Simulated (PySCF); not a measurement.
## Ionisation energy of Ho⁺ by level of theory

Ho⁺ [Xe] 4f11 6s1 [4f5/2^6 4f7/2^5 6s1/2^1, M_J = 8] → Ho²⁺ [Xe] 4f11 [4f5/2^6 4f7/2^5, M_J = 15/2], as a difference of total energies. Computed with PySCF 2.14 in x2c-QZVPPall-2c (16s16p12d6f4g1h, 213 functions), with the two-component X2C-1e Hamiltonian. Correlated levels: [Ar] 3d10 frozen; the 40 highest virtual spinors dropped. "Screened" scales the spin-orbit matrix elements by Boettger's factors to mimic the two-electron term; Breit and QED terms are absent.

```
                    method  ionisation energy (eV)
           GHF (spin-free)                  10.929
          GMP2 (spin-free)                  11.890
 GHF (screened spin-orbit)                  10.932
GMP2 (screened spin-orbit)                  11.892
```

Question: How much does correlation contribute at GMP2 (screened spin-orbit)?

Answer: 11.892 − (10.932) = 0.960 eV, measured against GHF (screened spin-orbit).

The spin-free rows relax to the high-spin LS determinant and lack the spin-orbit shift.

The labels give the starting determinants; with spin-orbit coupling the two ends relaxed to ⟨J²⟩ = 72.01, ⟨L²⟩ = 42.40, ⟨S²⟩ = 6.01 and ⟨J²⟩ = 63.76, ⟨L²⟩ = 42.40, ⟨S²⟩ = 3.77.

For comparison: 11.781 ± 0.02 eV (semi-empirical (NIST evaluation); NIST Atomic Spectra Database, ionization energies).
